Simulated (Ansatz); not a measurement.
Computed with Ansatz on PBE0-D4/def2-TZVP structures; ΔE is electronic, products minus reactants. CCSD(T)/CBS adds triple-zeta CCSD(T) − MP2 to the extrapolated MP2 energy (def2 sets, frozen cores). This one scheme is used for every species. DFT in def2-TZVPP. One conformer a species, not always the lowest.

Consider the ligand exchange at the Si–S bond: `CCSS[SiH3]` + `OBF` → `FBO[SiH3]` + `CCSS`.

```tsv
level	ΔE (eV)
r2SCAN-D4	-0.24
PBE-QIDH	-0.23
```

**Question.** What does CCSD(T)/CBS give? (Estimate.)

**Answer.** Ansatz gave: -0.26 eV. The listed levels differ from it by 0.02, 0.03 eV.

Largest T1 diagnostic among the species: 0.013.

At CCSD(T), def2-SVP lies +0.07 eV from the extrapolated value and def2-TZVPP −0.02 eV. In def2-TZVPP, CCSD(T) changes the Hartree–Fock value by +0.25 eV (the triples alone add +0.05 eV) and MP2 by +0.29 eV.
